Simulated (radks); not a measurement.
Neutral terbium inside a hard spherical wall (all orbitals vanish at R), configuration held at [Xe] 4f9 6s2 and not refilled when levels cross. All-electron calculation, scalar-relativistic Kohn-Sham, LDA (Slater exchange, Perdew-Wang correlation), spin-polarised, spherical densities, point nucleus; open shells are filled with parallel spins first (spin-orbit coupling, left out, can overturn this in heavy ions). Program: a radial shooting solver on a logarithmic mesh with Libxc functionals. Eigenvalues in eV for spin up, with the zero of energy where the potential of the charges vanishes at infinity; a dash marks a level that is unbound or too diffuse for the functional's potential to be trusted. A positive occupied level is held by the wall or, in an anion where self-interaction has pushed it up, behind a barrier. The pressure on the wall is -dE/dV.

R (bohr)  E (hartree)  kinetic (hartree)    e(5s)    e(5p)   e(4f)   e(6s)  e(5d, empty)  e(6p, empty)  pressure (GPa)
free      -11701.3740          12592.197  -48.508  -25.613  -4.601  -3.928        -1.640        -1.251               0
20        -11701.3740          12592.197  -48.508  -25.613  -4.601  -3.928        -1.640        -1.250        < 0.0001
12        -11701.3737          12592.201  -48.475  -25.581  -4.569  -3.904        -1.608        -1.156         0.00555
10        -11701.3715          12592.219  -48.346  -25.454  -4.441  -3.800        -1.487        -0.906          0.0563
8         -11701.3572          12592.310  -47.842  -24.959  -3.943  -3.333        -1.011        -0.008           0.576
6         -11701.2641          12592.738  -46.238  -23.409  -2.330  -1.275         0.648         3.399            6.83
3.5       -11699.6940          12598.721  -37.222  -14.724   7.802  21.147        12.649        34.148             436
3         -11697.8951          12605.412  -30.857   -8.021  15.501  41.637        22.209        59.252            1410
2.5       -11693.3037          12621.542  -18.108    6.387  30.472  85.870        42.168        110.39            5480
2         -11679.7542          12665.270   12.918   42.839  61.698  192.13        90.213        227.42           27200
1.5       -11629.8687          12814.709   116.29   162.40  137.50  495.78        233.92        548.35          200000
